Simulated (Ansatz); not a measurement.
Two isomers of C2H6OSn: A = `C=C[O][SnH3]`, B = `C[O][Sn][CH3]`.

Gas-phase electronic energies from Ansatz, PBE0-D4/def2-TZVP geometries. CCSD(T)/CBS is the MP2 limit (def2-TZVPP, def2-QZVPP) plus CCSD(T) − MP2 in def2-TZVPP, frozen cores. DFT in def2-TZVPP. B3LYP here is the variant with VWN-RPA as its local correlation; programs differ in this. def2 core potentials past Kr. For Sn outer-core shells are correlated without core-valence functions, which leaves a few kJ/mol of doubt a bond. One conformer a species, not always the lowest.

Problem. Which isomer does CCSD(T)/CBS put lower? Give the gap. (Estimate.)

Solution. Computed: B, by 29.0 kcal/mol.

Problem. Give E(B) − E(A) in kcal/mol with ωB97M-V, B3LYP, HF/def2-TZVPP, PBE-D4, B3LYP-D4, PBE0-D4, B2PLYP. (An estimate is asked.)

Solution. Ansatz gave: ωB97M-V -27.6, B3LYP -30.9, HF/def2-TZVPP -23.1, PBE-D4 -30.9, B3LYP-D4 -31.0, PBE0-D4 -29.1, B2PLYP -30.4. None reverses the order clearly.

Largest T1 diagnostic: 0.017.

In def2-TZVPP, CCSD(T) changes the Hartree–Fock value by −3.6 kcal/mol (the triples alone add +0.4 kcal/mol) and MP2 by −7.5 kcal/mol. From PBE to PBE0 (25 % exact exchange), in def2-TZVPP and without D4, E(B) − E(A) moves by +1.8 kcal/mol.
